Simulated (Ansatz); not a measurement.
Relaxation of C2H7BFNSi (13 atoms, charge 0, multiplicity 1), to a largest force component of 0.015 eV/Å in at most 40 steps.

All numbers below come from Ansatz, RKS LDA/6-31G*.

```xyz
13
Properties=species:S:1:pos:R:3
C -1.202 -1.508 -0.348
C -0.398 -0.472 -0.118
Si 1.397 -0.828 -0.255
N -0.827 0.845 0.226
B -0.037 2.053 0.515
F -0.671 3.331 0.868
H -0.876 -2.452 -0.619
H -2.281 -1.282 -0.306
H 2.032 0.056 -1.224
H 1.653 -2.235 -0.586
H 2.057 -0.564 1.078
H -1.915 0.989 0.302
H 1.090 2.032 0.483
```

**Question.** Where does it end, and by what steps?

**Answer.** The run converged. After 9 steps the energy has fallen by 0.891 eV; F6 moved furthest, 0.21 Å.

```csv
step,energy less start (eV),largest force component (eV/Å),accepted
0,0.0000,4.345,yes
1,-0.7562,2.124,yes
2,-0.7617,1.118,yes
3,-0.7680,1.771,yes
4,-0.8808,0.384,yes
5,-0.8826,0.693,yes
6,-0.8765,0.528,no
7,-0.8907,0.028,yes
8,-0.8908,0.024,yes
9,-0.8908,0.008,yes
```

```xyz
13
Properties=species:S:1:pos:R:3
C -1.259 -1.430 -0.348
C -0.409 -0.418 -0.100
Si 1.437 -0.735 -0.205
N -0.858 0.855 0.233
B -0.061 1.975 0.508
F -0.648 3.128 0.812
H -0.891 -2.427 -0.609
H -2.351 -1.296 -0.299
H 2.092 0.120 -1.251
H 1.584 -2.181 -0.577
H 2.122 -0.483 1.106
H -1.882 0.959 0.274
H 1.145 1.899 0.471
```

Whether the end is a true minimum wasn't checked by a vibrational analysis.

The run took 13 s on 2 threads of Intel(R) Xeon(R) Platinum 8488C (Sapphire Rapids) (shared host), peak memory 0.19 GiB.
